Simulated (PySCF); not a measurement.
Molecule: SMILES C=COC(=O)C=C, C₅H₆O₂.

Molfile (atoms numbered from 1):
```
C5H6O2
     RDKit          3D

 13 12  0  0  0  0  0  0  0  0999 V2000
   -3.0144   -0.3168    0.3368 C   0  0  0  0  0  0  0  0  0  0  0  0
   -1.8402    0.2970    0.2276 C   0  0  0  0  0  0  0  0  0  0  0  0
   -0.6765   -0.4191    0.2758 O   0  0  0  0  0  0  0  0  0  0  0  0
    0.4969    0.2476    0.1416 C   0  0  0  0  0  0  0  0  0  0  0  0
    0.5752    1.4375   -0.0076 O   0  0  0  0  0  0  0  0  0  0  0  0
    1.6306   -0.6987    0.2050 C   0  0  0  0  0  0  0  0  0  0  0  0
    2.8852   -0.2553    0.1034 C   0  0  0  0  0  0  0  0  0  0  0  0
   -3.0802   -1.3991    0.4668 H   0  0  0  0  0  0  0  0  0  0  0  0
   -3.9335    0.2681    0.2955 H   0  0  0  0  0  0  0  0  0  0  0  0
   -1.7031    1.3728    0.0948 H   0  0  0  0  0  0  0  0  0  0  0  0
    1.3866   -1.7555    0.3364 H   0  0  0  0  0  0  0  0  0  0  0  0
    3.0761    0.8140   -0.0272 H   0  0  0  0  0  0  0  0  0  0  0  0
    3.7387   -0.9355    0.1467 H   0  0  0  0  0  0  0  0  0  0  0  0
  1  2  2  0
  2  3  1  0
  3  4  1  0
  4  5  2  0
  4  6  1  0
  6  7  2  0
  1  8  1  0
  1  9  1  0
  2 10  1  0
  6 11  1  0
  7 12  1  0
  7 13  1  0
M  END
```

Geometry PBE0-D3(BJ)/def2-SVP throughout; GIAO in PySCF 2.14.0 with density-fitted response routines, gas phase, one conformer, non-relativistic; equivalent atoms averaged; basis pcSseg-1.

Q: How do the absolute shieldings σ depend on the functional? (a selection of nuclei; ppm; last column core-seconds on shared hosts with different chips, so compare them loosely; the GGAs took longer than the global hybrids here, which isn't the general rule, and the cause wasn't traced)

A: 
```tsv
functional	kind	C4	C7	C2	C1	O3	H10	H12	H13	H11	core-s
HF	Hartree–Fock	21.2	42.2	42.4	88.6	124.8	23.89	24.34	25.17	25.54	9.8
LDA	LDA	14.6	33.1	28.7	74.7	42.2	22.93	23.76	24.61	24.52	17
PBE	GGA	18.8	39.9	33.7	79.7	49.2	23.37	24.28	25.14	25.03	31
B97-D	GGA	21.3	43.7	36.6	82.2	58.6	23.62	24.58	25.45	25.35	22
PBE0	global hybrid	19.3	40.2	36.3	82.3	70.3	23.46	24.20	25.02	25.05	9.8
mPW1PW91	global hybrid	18.3	39.3	35.4	81.3	70.2	23.52	24.26	25.08	25.12	14
WP04	global hybrid	5.8	30.3	23.6	70.0	60.9	24.00	24.82	25.64	25.64	14
BHandHLYP	global hybrid	14.9	37.3	34.1	80.8	88.2	23.68	24.35	25.18	25.31	14
wB97X-D	range-separated hybrid	17.8	39.1	35.7	81.9	81.1	23.59	24.29	25.09	25.19	18
```

Q: Which nucleus among those listed moves most, in ppm?

A: O3 (ester alkoxy oxygen): from 42.2 ppm with LDA to 124.8 ppm with HF. The smallest spread is 1.04 ppm, at H13. Proton shifts span only some 12 ppm, so a few tenths of a ppm matter as much there as several ppm in carbon.
